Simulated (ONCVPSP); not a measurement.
**What the settings do to the ONCV potential of palladium**

Base potential:

| Item | Value |
| --- | --- |
| Element | palladium (Pd) |
| Generator | ONCVPSP 4.0.1 |
| Type | optimised norm-conserving Vanderbilt (ONCV) |
| Functional | PBEsol |
| Relativity | scalar-relativistic |
| Frozen core | [Ar] 3d10 |
| Valence charge | 18 |
| Reference configuration | 4s2 4p6 4d10 |
| Partial waves | 4s: rc 1.40 bohr, ncon 3, nbas 6, qcut 11.4 1/bohr, 2 projectors, debl 1.8 Ha; 4p: rc 1.45 bohr, ncon 5, nbas 9, qcut 11.8 1/bohr, 2 projectors, debl 3.4 Ha; 4d: rc 1.20 bohr, ncon 3, nbas 6, qcut 7.2 1/bohr, 2 projectors, debl 2.8 Ha |
| Local potential | polynomial inside 0.80 bohr (lpopt 5, dvloc0 3 Ha) |
| Core correction | polynomial model core, fcfact 0.6 |

In the s channel the program set the typed energies aside and used -3.133, 0.250 Ha.

All-electron outer shells of the reference configuration (PBEsol, scalar-relativistic, ld1.x):

| shell | level (eV) | outermost node (bohr) | outermost maximum (bohr) |
| --- | --- | --- | --- |
| 4s | -85.25 | 0.45 | 0.85 |
| 4p | -51.14 | 0.46 | 0.91 |
| 4d | -4.05 | 0.45 | 1.10 |

Cutoffs, loose and tight: the cutoffs (Ha) at which the residual kinetic energy of the hardest occupied pseudo-wave falls to 1 and 0.1 mHa per electron. They do not see the model core or the augmentation charge, which bear on the density cutoff. Test errors are all-electron minus pseudo excitation energies from the reference, over the configurations 4s2 4p6 4d9; 4s2 4p6 4d8; 4s2 4p6 4d7; 4s2 4p6 4d8 5s1. A dash means not determined; rows that change the core or the reference have their own tests. The largest error is taken over the tests solved by every variant that gives reliable tests at all: 4s2 4p6 4d8; 4s2 4p6 4d8 5s1; 4s2 4p6 4d9.

| change | outcome | cutoff, loose | cutoff, tight | bound ghosts | GHOST(+) flags above zero | largest test error (meV) |
| --- | --- | --- | --- | --- | --- | --- |
| base | generated, projector energies reset by the program | 45 Ha | 88 Ha | none | s | -6.9 |
| local potential polynomial inside 0.80 bohr (lpopt 5, dvloc0 3.5 Ha) | generated, projector energies reset by the program | 45 Ha | 88 Ha | none | s | -6.9 |
| p: ncon 3, nbas 7 | generated, projector energies reset by the program | 41 Ha | 88 Ha | none | s | -7.0 |
| local potential polynomial inside 1.05 bohr (lpopt 1, dvloc0 -1 Ha) | generated, projector energies reset by the program | 45 Ha | 88 Ha | none | s | -6.6 |
| core correction polynomial model core, fcfact 0.76 | generated, projector energies reset by the program | 45 Ha | 88 Ha | none | s | -6.9 |
| p: rc 1.6 | generated, projector energies reset by the program | 41 Ha | 88 Ha | none | s | -7.0 |
